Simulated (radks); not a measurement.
The numbers below are computed, except where a source is named.
Q: Excited configurations of Sb II: one electron is placed in a higher orbital outside [Kr] 4d10 5s2 5p1. The ground configuration is [Kr] 4d10 5s2 5p2. Code: a radial shooting solver on a logarithmic mesh with Libxc functionals. Model: scalar-relativistic Kohn-Sham, PBE, spin-unpolarised, spherical densities, finite nucleus; Fermi nuclear charge, rms radius 4.6802 fm. Excitation = E - E(ground); binding = E(ion) - E, where the ion is the core of charge +2; n* = 2/sqrt(2 binding) in atomic units, and the quantum defect is n - n*.

outer orbital  excitation (eV)  binding (eV)     n*  quantum defect  eigenvalue (eV)  <r> (bohr)
5d                       8.928         7.040  2.780           2.220           -4.721       4.518
5f                      13.441         2.528  4.640           0.360           -1.864       13.62
6s                       7.885         8.083  2.595           3.405           -6.266       5.283
6d                      12.035         3.934  3.720           2.280           -2.998       9.419
6f                      14.165         1.804  5.493           0.507           -1.398       20.65
7p                      12.390         3.578  3.900           3.100           -2.815       11.50
7f                      14.631         1.337  6.379           0.621           -1.066       29.15

Estimate the row for 4f.

A: excitation (eV) 12.327; binding (eV) 3.642; n* 3.866; quantum defect 0.134; eigenvalue (eV) -2.499; <r> (bohr) 8.113. The Delta-SCF ionisation energy is 15.969 eV (NIST Atomic Spectra Database: 16.63 eV, measured). Self-interaction in the functional shifts the binding energies and quantum defects, so they are the method's values and not measured ones. Spin polarisation and multiplet splitting are left out, so open shells lie too high by an amount that depends on their filling. Spin-orbit splitting is averaged out at the scalar-relativistic level.

Beside tabulated values, note that spin-unpolarised runs miss the spin-polarisation part of the exchange energy of open shells.
